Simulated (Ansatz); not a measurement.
Match the barriers

Saddle point of SiNH8ClO, closed shell (SiH₃Cl ([SiH3][Cl]) + H₂O + NH₃ → SiNH₄Cl ([NH2][SiH2][Cl]) + H₂O + H₂; bonds formed: Si1–N7, H2–H8, H6–O9; bonds broken: Si1–H2, H6–N7, H8–O9), PBE0-D4/def2-TZVP structure:

Si1  (-1.005, -0.088, -0.671)
H2  (0.194, -1.349, -0.389)
H3  (-1.114, -0.748, -2.000)
H4  (-2.002, 1.028, -0.830)
Cl5  (-1.939, -0.871, 1.043)
H6  (1.017, 0.393, 0.691)
N7  (0.421, 1.017, -0.335)
H8  (0.798, -1.139, 0.442)
O9  (1.423, -0.543, 1.261)
H10  (1.119, 0.969, -1.072)
H11  (0.137, 1.985, -0.232)
H12  (0.950, -0.655, 2.093)
(Å)

Ansatz 0.2.0; basis: def2-TZVPP, with def2-QZVPP for the basis limit; cores frozen in the correlated methods. Extrapolation: Hartree–Fock as exp(−7.88 √X), correlation as X^−2.97. Four methods, as single points on the PBE0-D4 structures, gave these electronic barriers from the start structure: 140.7, 148.7, 169.9, 258.9 kJ/mol.

Problem. The methods were, in alphabetical order, BLYP-D4, HF, MP2, r2SCAN-D4. Which gave which? (Judge from chemistry; the calculation decides.)

Solution. Computed: r2SCAN-D4 140.7; BLYP-D4 148.7; MP2 169.9; HF 258.9 kJ/mol. For comparison, CCSD(T) at an estimated basis limit (MP2 extrapolated from triple and quadruple zeta, plus CCSD(T) − MP2 in triple zeta) gives 177.8 kJ/mol.

T1 diagnostic: at most 0.011.

Labels in which every atom is bracketed show which atoms are joined, not bond orders.

For scale, one of the runs: CCSD(T)/def2-TZVPP, 258 basis functions, launched by `ansatz run in.yaml --threads 4 --pin off --events-out ev --progress --plain --max-ram 9574MiB`. Time: 2.9 min of wall clock on 4 CPU threads of an Arm Neoverse V1; the host was shared. Peak host memory: 5.8 GiB.
